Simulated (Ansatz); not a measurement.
Start from `NC(F)O[SiH2]F` and change one atom or group to get `NC(F)OCF`.

Ansatz, PBE0-D4/def2-TZVP geometries, multiplicity 1. Each molecule was computed in one conformer, which needn't be the lowest.

```csv
property,`NC(F)O[SiH2]F`
HOMO energy (B3LYP/def2-TZVPP) / eV,-7.98
HOMO–LUMO gap (PBE0/def2-TZVPP) / eV,8.77
HOMO–LUMO gap (B3LYP/def2-TZVPP) / eV,8.25
size of the dipole moment (PBE/def2-TZVPP) / D,1.64
HOMO–LUMO gap (PBE/def2-TZVPP) / eV,6.29
LUMO energy (B3LYP/def2-TZVPP) / eV,0.27
```

(1) Give the same properties after the change, and the shifts. (An estimate is asked.)

Answers

(1) Ansatz gave: 
| property | `NC(F)OCF` | shift |
| --- | --- | --- |
| HOMO energy (B3LYP/def2-TZVPP) / eV | -7.94 | 0.04 |
| HOMO–LUMO gap (PBE0/def2-TZVPP) / eV | 9.44 | 0.67 |
| HOMO–LUMO gap (B3LYP/def2-TZVPP) / eV | 8.79 | 0.54 |
| size of the dipole moment (PBE/def2-TZVPP) / D | 1.34 | -0.30 |
| HOMO–LUMO gap (PBE/def2-TZVPP) / eV | 7.00 | 0.71 |
| LUMO energy (B3LYP/def2-TZVPP) / eV | 0.85 | 0.58 |

Dipoles are sizes alone; their direction can turn.

B3LYP here is the variant with VWN-RPA as its local correlation; programs differ in this.
